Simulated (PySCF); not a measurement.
C4H5NS2 (charge +1 and doublet state).
Geometry (GFN2-xTB, Å), atoms numbered from 1 in this order:
```xyz
12
C4H5NS2 angstrom
C     -2.3402    0.1633    0.3481
S     -1.2487   -0.7040    1.4860
C      0.3101   -0.3409    0.8889
C      0.7183    0.2353   -0.3294
N      2.0240    0.2874   -0.4863
C      2.6884   -0.1911    0.5240
S      1.7284   -0.8397    1.7889
H     -3.3466    0.0534    0.7452
H     -2.0773    1.2163    0.2955
H     -2.2919   -0.2933   -0.6381
H      0.0746    0.5905   -1.1136
H      3.7620   -0.1777    0.5712
```

The hyperfine couplings belong to this conformer and change with its torsions.

As a line formula: `C[S+]c1cncs1` [radical] (charge +1).

Theory: UKS B3LYP, pcH-1 on C H N S, non-relativistic, mean-field spin-orbit, GIAO (PySCF). Isolated species at its GFN2-xTB geometry (one conformer only). A GFN2-xTB geometry isn't a minimum of the functional, and hyperfine couplings can be far from their values at a DFT geometry, by a factor of two or more for some ions and for spin on atoms past the first row. The SCF solution wasn't tested for stability.

Predict the first-order ENDOR lines of H8/H9/H10, H12 and H11 under fast tumbling at B = 331.5 mT (X band).

For S = 1/2 in fast tumbling each set of equivalent nuclei gives two lines, ν± = |νn ± a/2| to first order, with νn = g_N μN B/h and μN/h = 7.62259 MHz/T.

```tsv
nuclei	isotope	g_N	νn (MHz)	a_iso (MHz)	lower line (MHz)	upper line (MHz)
H8/H9/H10	1H	5.5857	14.11	26.45	0.89	27.34
H12	1H	5.5857	14.11	-20.06	4.08	24.15
H11	1H	5.5857	14.11	-19.15	4.54	23.69
```

Which pairs are centred on the nuclear Larmor frequency, and which on half the coupling?

Centred on νn, since |a| < 2νn: H8/H9/H10, H12 and H11. No pair has |a| > 2νn.

At what field would the lower line of H12 fall to zero frequency?

Where νn = |a|/2, that is B = 10.03 MHz/(5.5857 × 7.62259 MHz/T) = 236 mT, as far as first order holds there.

Couplings of abundant isotopes left out: N5 (-1.9 MHz).

Nuclei that the bonding pattern makes equivalent are averaged, as if the motion that swaps them (rotation, inversion, ring flip) were fast. The three 1H nuclei of mean +26.4 MHz run from 0.9 to 45.2 MHz in the frozen geometry.

The largest Mulliken spin populations are on S2 (+0.48), C6 (+0.26), C4 (+0.24) and C3 (+0.11). Three atoms exceed +0.15.
